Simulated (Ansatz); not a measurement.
`B[SiH2]C#N` + `N[SiH3]` → `B[SiH2]N[SiH3]` + `C#N` at 500 K and 1 bar (ligand exchange at the Si–C bond).

Gas-phase electronic energies from Ansatz, PBE0-D4/def2-TZVP geometries. CBS: MP2 limit from def2 TZ/QZ plus the TZ coupled-cluster correction, frozen cores. This one scheme is used for every species. One conformer a species, not always the lowest.

| species | CCSD(T)/CBS energy (Eh) | H − E (kJ/mol) | S (J/(mol·K)) |
| --- | --- | --- | --- |
| `B[SiH2]C#N` | -408.97966 | 158.1 | 374.3 |
| `N[SiH3]` | -346.80422 | 161.3 | 303.9 |
| `B[SiH2]N[SiH3]` | -662.46710 | 258.3 | 443.3 |
| `C#N` | -93.32098 | 60.1 | 220.8 |

H − E and S are ideal-gas, rigid-rotor, harmonic terms from PBE0-D4/def2-TZVP, for one conformer and one mirror image of each species. 1 Eh = 2625.50 kJ/mol, R = 8.31446 J/(mol·K).

Task: By hand: ΔE, ΔH, ΔS and ΔG.

Result: ΔE = (-662.46710) + (-93.32098) − (-408.97966) − (-346.80422) = -0.00420 Eh = -11.0 kJ/mol. Δ(H − E) = 258.3 + 60.1 − 158.1 − 161.3 = -1.0, so ΔH = -12.0 kJ/mol. ΔS = 443.3 + 220.8 − 374.3 − 303.9 = -14.1 J/(mol·K). ΔG = -12.0 − 500 × (-14.1)/1000 = -5.0 kJ/mol.

Task: By hand: the equilibrium constant, and the temperature at which ΔG would vanish if ΔH and ΔS stayed fixed.

Result: log₁₀ K = −ΔG/(RT ln 10) = 0.5. ΔG = 0 at ΔH/ΔS = 851 K, though so small a ΔS makes that figure unsure.

TΔS isn't small against ΔH here. The sign of ΔG lies within the doubt. A doubt of 5 kJ/mol in ΔE shifts log₁₀ K by 0.5 here. Other conformers and mirror images would add mixing entropy, several J/(mol·K) or more a flexible species. Modes under 60 cm⁻¹, often nearly free rotors, make the harmonic entropy too high. These are equilibria of isolated gas molecules and say nothing of rates. Largest T1 diagnostic: 0.014 (customary marks: 0.02 for closed shells, 0.045 for open ones).
